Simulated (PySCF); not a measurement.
## What settings do to a single point of [WO2F2]−

The sound run of [WO2F2]− (doublet) uses PySCF 2.14.0, UKS B3LYP, W def2-SVP with ECP60, O def2-SVP, F def2-SVP; non-relativistic Hamiltonian with scalar-relativistic core potentials where named; density fitting; no spin-orbit coupling, grid (50, 194), threshold 1e-8 Eh and 55 cycles, at the relaxed geometry:

```xyz
5

W     0.0000    0.0000    0.1975
O     1.0277    1.0277    1.1632
O    -1.0277   -1.0277    1.1632
F     0.8937   -0.8937   -1.2926
F    -0.8937    0.8937   -1.2926
```

There W1 has a Mulliken charge of 0.81 e and the dipole about the centre of mass is 0.34 D. Each run below changes one thing and starts from free metal ions and neutral atoms unless it says otherwise; with 55 cycles, smearing, a level shift and second-order steps follow where DIIS fails, and their cycles count. Energy shifts count from the sound run.

```json
{"change": "start from a density of up to 30 smeared cycles (not counted)", "outcome": "converged", "cycles": "9", "energy shift (eV)": "0.0000", "largest force component (eV/Å)": "0.00", "charge on W1 (e)": "0.81", "dipole about the centre of mass (D)": "0.34"}
{"change": "cycle limit 3", "outcome": "not converged", "cycles": "3", "energy shift (eV)": "–", "largest force component (eV/Å)": "–", "charge on W1 (e)": "–", "dipole about the centre of mass (D)": "–"}
{"change": "threshold 1e-06", "outcome": "converged", "cycles": "12", "energy shift (eV)": "0.0000", "largest force component (eV/Å)": "0.01", "charge on W1 (e)": "0.81", "dipole about the centre of mass (D)": "0.33"}
{"change": "grid (30, 86)", "outcome": "converged", "cycles": "14", "energy shift (eV)": "-0.14", "largest force component (eV/Å)": "0.20", "charge on W1 (e)": "0.81", "dipole about the centre of mass (D)": "0.34"}
{"change": "all coordinates × 1.12", "outcome": "converged", "cycles": "22", "energy shift (eV)": "2.79", "largest force component (eV/Å)": "4.14", "charge on W1 (e)": "0.94", "dipole about the centre of mass (D)": "0.39"}
```

(1) How does the run with this change end: spin (2S) set to 9, limit 82 cycles?

Unsound on purpose, so not properties of the compound: spin (2S) set to 9, limit 82 cycles.

Started from ions, an open shell can land on another state than the sound run's, and that then enters the shifts.

Forces carry noise of the integration grid, about 0.01 to 0.03 eV/Å.

Open shells may have lower solutions than the one found.

## Answers

(1) outcome converged, cycles 20, energy shift (eV) 27.59, largest force component (eV/Å) 10.12, charge on W1 (e) -0.91, dipole about the centre of mass (D) 0.36.
